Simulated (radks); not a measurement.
Values are calculated unless marked as measured or tabulated.
All-electron atom: the ytterbium ion Yb7+ in [Kr] 4d10 4f12 5s2 5p3.

Code: a radial shooting solver on a logarithmic mesh with Libxc functionals. Model: Dirac Kohn-Sham, PBEsol, spin-unpolarised, spherical densities, finite nucleus; open shells fill j = l - 1/2 first; Fermi nuclear charge, rms radius 5.3108 fm.

Energy parts (hartree):
| part | energy |
|---|---|
| total | -14056.0675 |
| kinetic | 15611.9586 |
| electron-nucleus | -34650.9762 |
| Hartree | 5269.2395 |
| exchange-correlation | -286.2894 |

Orbitals (lengths in bohr, moments of r in powers of bohr):
[
 {"orbital": "1s1/2", "occ.": "2", "eigenvalue (hartree)": "-2250.505", "<r^4>": "7.567e-07", "<r^2>": "0.0005303", "small-component weight": "6.89e-02"},
 {"orbital": "2s1/2", "occ.": "2", "eigenvalue (hartree)": "-384.5261", "<r^4>": "0.0001158", "<r^2>": "0.008157", "small-component weight": "1.55e-02"},
 {"orbital": "2p1/2", "occ.": "2", "eigenvalue (hartree)": "-367.0498", "<r^4>": "0.00007043", "<r^2>": "0.005862", "small-component weight": "1.55e-02"},
 {"orbital": "2p3/2", "occ.": "4", "eigenvalue (hartree)": "-328.5950", "<r^4>": "0.00009814", "<r^2>": "0.007074", "small-component weight": "1.42e-02"},
 {"orbital": "3s1/2", "occ.": "2", "eigenvalue (hartree)": "-89.86443", "<r^4>": "0.004351", "<r^2>": "0.05364", "small-component weight": "5.02e-03"},
 {"orbital": "3p1/2", "occ.": "2", "eigenvalue (hartree)": "-82.13522", "<r^4>": "0.003879", "<r^2>": "0.04948", "small-component weight": "4.97e-03"},
 {"orbital": "3p3/2", "occ.": "4", "eigenvalue (hartree)": "-73.97442", "<r^4>": "0.004964", "<r^2>": "0.05623", "small-component weight": "4.58e-03"},
 {"orbital": "3d3/2", "occ.": "4", "eigenvalue (hartree)": "-60.78673", "<r^4>": "0.003445", "<r^2>": "0.04403", "small-component weight": "4.47e-03"},
 {"orbital": "3d5/2", "occ.": "6", "eigenvalue (hartree)": "-59.00304", "<r^4>": "0.003716", "<r^2>": "0.04589", "small-component weight": "4.36e-03"},
 {"orbital": "4s1/2", "occ.": "2", "eigenvalue (hartree)": "-20.96193", "<r^4>": "0.1047", "<r^2>": "0.2682", "small-component weight": "1.63e-03"},
 {"orbital": "4p1/2", "occ.": "2", "eigenvalue (hartree)": "-17.83013", "<r^4>": "0.1162", "<r^2>": "0.2787", "small-component weight": "1.55e-03"},
 {"orbital": "4p3/2", "occ.": "4", "eigenvalue (hartree)": "-15.97079", "<r^4>": "0.1489", "<r^2>": "0.3156", "small-component weight": "1.40e-03"},
 {"orbital": "4d3/2", "occ.": "4", "eigenvalue (hartree)": "-10.80708", "<r^4>": "0.1990", "<r^2>": "0.3507", "small-component weight": "1.22e-03"},
 {"orbital": "4d5/2", "occ.": "6", "eigenvalue (hartree)": "-10.46619", "<r^4>": "0.2152", "<r^2>": "0.3648", "small-component weight": "1.18e-03"},
 {"orbital": "4f5/2", "occ.": "6", "eigenvalue (hartree)": "-4.12515", "<r^4>": "0.6747", "<r^2>": "0.5551", "small-component weight": "7.98e-04"},
 {"orbital": "4f7/2", "occ.": "6", "eigenvalue (hartree)": "-4.06914", "<r^4>": "0.7092", "<r^2>": "0.5691", "small-component weight": "7.83e-04"},
 {"orbital": "5s1/2", "occ.": "2", "eigenvalue (hartree)": "-5.68292", "<r^4>": "2.823", "<r^2>": "1.409", "small-component weight": "3.88e-04"},
 {"orbital": "5p1/2", "occ.": "2", "eigenvalue (hartree)": "-4.72517", "<r^4>": "3.912", "<r^2>": "1.646", "small-component weight": "3.34e-04"},
 {"orbital": "5p3/2", "occ.": "1", "eigenvalue (hartree)": "-4.41312", "<r^4>": "4.883", "<r^2>": "1.843", "small-component weight": "3.04e-04"}
]

The highest occupied level is 4f7/2 at -110.73 eV. The density falls to 0.001 e/bohr^3 at r = 2.57 bohr. Summed over all electrons, <r^2> = 21.59 bohr^2, which gives a Langevin (diamagnetic) susceptibility term of -17.1 x 10^-6 cm^3/mol. The electron density at the nucleus is 1.025e+06 e/bohr^3. For comparison, the ionisation energy in NIST's Atomic Spectra Database is 135 eV (theoretical). In exact Kohn-Sham theory the highest level is minus the ionisation energy, but local and semilocal functionals leave it too shallow, through self-interaction and a potential that decays too fast; potentials with the right tail come closer.

Beside tabulated values, note that spin-unpolarised runs miss the spin-polarisation part of the exchange energy of open shells.
